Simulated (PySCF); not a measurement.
# Nuclear quadrupole coupling in `C=CC(=O)CC(N)=O`

Compound: C₅H₇NO₂.
Z-matrix (Å and degrees, PBE0-D3(BJ)/def2-SVP geometry), rows numbered from 1:
```
C 
C   1  1.3363
C   2  1.4870  1  120.60
O   3  1.2176  2  121.35  1     0.83
C   3  1.5107  2  116.52  1  -177.38
C   5  1.5299  3  118.35  2  -144.85
N   6  1.3502  5  115.30  3   -36.81
O   6  1.2127  5  120.00  3   146.10
H   1  1.0944  2  119.49  3    -0.19
H   1  1.0924  2  121.92  3  -179.98
H   2  1.0938  1  121.44  3   179.96
H   5  1.1063  3  106.09  2    95.26
H   5  1.0973  3  111.74  2   -20.18
H   7  1.0175  6  118.75  5    14.39
H   7  1.0118  6  117.48  5   175.53
```

Field gradients from the PBE0/pcSseg-1 density (PySCF, non-relativistic), principal values in atomic units, ordered |Vxx| ≤ |Vyy| ≤ |Vzz|:

```csv
atom,Vxx,Vyy,Vzz
O4,0.6241,1.1930,-1.8172
N7,0.3399,0.5216,-0.8615
O8,0.7626,0.8259,-1.5885
```

Q: Find the asymmetry η = (Vxx − Vyy)/Vzz and the couplings χ = eQV/h (234.96 MHz × Q in barn × V in au), with Q(17O) = −0.0256 b, Q(14N) = 0.02044 b.

A: 
```json
{"atom": "O4", "environment": "ketone oxygen", "nucleus": "17O", "η": "0.31", "χzz (MHz)": "10.93", "χxx (MHz)": "-3.75", "χyy (MHz)": "-7.18"}
{"atom": "N7", "environment": "amide nitrogen", "nucleus": "14N", "η": "0.21", "χzz (MHz)": "-4.138", "χxx (MHz)": "1.633", "χyy (MHz)": "2.505"}
{"atom": "O8", "environment": "amide oxygen", "nucleus": "17O", "η": "0.04", "χzz (MHz)": "9.55", "χxx (MHz)": "-4.59", "χyy (MHz)": "-4.97"}
```

The gradient is axial or nearly so (η below 0.05) at O8. The tensor is traceless: Vxx + Vyy + Vzz = 0.

Q: What is Vzz at O8 in SI units (1 au = 9.71736 × 10²¹ V/m²)?

A: -1.5885 au = -15.436 × 10²¹ V/m².

Were the hydrogens deuterons (Q(2H) = 0.00286 b), χzz would run from 188 kHz (H12) to 270 kHz (H15).

Geometry: PBE0-D3(BJ)/def2-SVP, one conformer, isolated molecule. With a basis this small, the couplings can be 20 % off.
